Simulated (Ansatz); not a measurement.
`[C]#C[SiH](N)Cl` radical at its PBE0-D4/def2-TZVP geometry, where that method's forces vanish. Total charge 0; spin multiplicity 2.

```xyz
8

C    -2.7611    0.0236   -0.7832
C    -1.6140    0.2292   -0.4515
Si    0.1160    0.5328    0.0342
N     0.9525   -0.9342   -0.0897
Cl    0.0439    1.3553    1.9222
H     0.7591    1.5398   -0.8295
H     0.5449   -1.7904    0.2498
H     1.9587   -0.9562   -0.0524
```

(1) What forces (eV/Å) does PBE-D4/def2-TZVPP give on these atoms in Ansatz 0.2.0? (Estimate.)

## Answers

(1) Ansatz gave: 
```
C1  -1.204 -0.232 -0.359
C2   1.063  0.227  0.324
Si3 -0.124  0.097 -0.083
N4  -0.008 -0.027 -0.174
Cl5 -0.026  0.138  0.281
H6   0.080  0.119 -0.112
H7  -0.127 -0.295  0.117
H8   0.346 -0.028  0.005
```
